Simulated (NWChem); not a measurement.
System: CH6BeOSi; SMILES C[O][Be][SiH3]

The following NWChem deck was run.

```
start job
memory heap 200 mb stack 900 mb global 1100 mb
geometry units angstroms noautoz
  Be     0.001470    -0.002451    -0.003463
  O     -0.697340    -0.332467    -1.164054
  C     -1.390818    -0.653372    -2.307519
  H     -2.146461     0.116366    -2.542362
  H     -0.711372    -0.735724    -3.173689
  H     -1.914878    -1.618566    -2.196078
  Si     1.085204     0.510145     1.800676
  H      0.728816    -0.384149     2.952197
  H      0.809900     1.914984     2.251063
  H      2.571568     0.403847     1.622618
end
basis spherical
  Be library 6-311++g**
  O library 6-311++g**
  C library 6-311++g**
  H library 6-311++g**
  Si library 6-311++g**
end
dft
  xc xtpss03 ctpss03
  iterations 150
  mulliken
end
task dft energy
```

The geometry was optimised at PBE0/def2-SVP.

**Question.** What results follow from this input? (TPSS/6-311++G** (spherical d).) Quantities: basis functions; energy (Ha); highest occupied level (eV); orbital gap (eV); dipole (D).

**Answer.** 
| Item | Value |
|---|---|
| number of basis functions | 138 |
| energy (Ha) | -421.31 |
| highest occupied level (eV) | -6.89 |
| orbital gap (eV) | 5.97 |
| dipole (D) | 2.39 |
